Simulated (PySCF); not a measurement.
**Working out the ionisation energy of C⁺**

C⁺ [He] 2s2 2p1 (2P) → C²⁺ [He] 2s2 (1S). All numbers are calculated (PySCF 2.14, no relativity, point nucleus, in dyall-av3z). Frozen: 1s2; the 14 highest virtual orbitals dropped. Energies in hartree (1 hartree = 27.21139 eV):

| part | C⁺ (lower) | C²⁺ (upper) |
| --- | --- | --- |
| UHF | -37.296689 | -36.408412 |
| CCSD correlation | -0.076404 | -0.074705 |
| (T) | -0.001188 | 0.000000 |

**Question.** What does Hartree-Fock give?

**Answer.** (-36.408412) − (-37.296689) = 0.888277 hartree = 24.171 eV.

**Question.** What do CCSD and CCSD(T) give?

**Answer.** The CCSD correlation energies differ by 0.001699 hartree = 0.046 eV and the triples by 0.001188 hartree = 0.032 eV, so CCSD gives 24.217 eV and CCSD(T) 24.249 eV.

Measured between the centres of the two terms (NIST): 24.378 eV, so CCSD(T) (valence) is off by -0.129 eV.

The coupled-cluster amplitudes are large, so a single reference is strained.

What remains against the reference includes basis incompleteness, the frozen core and higher excitations.
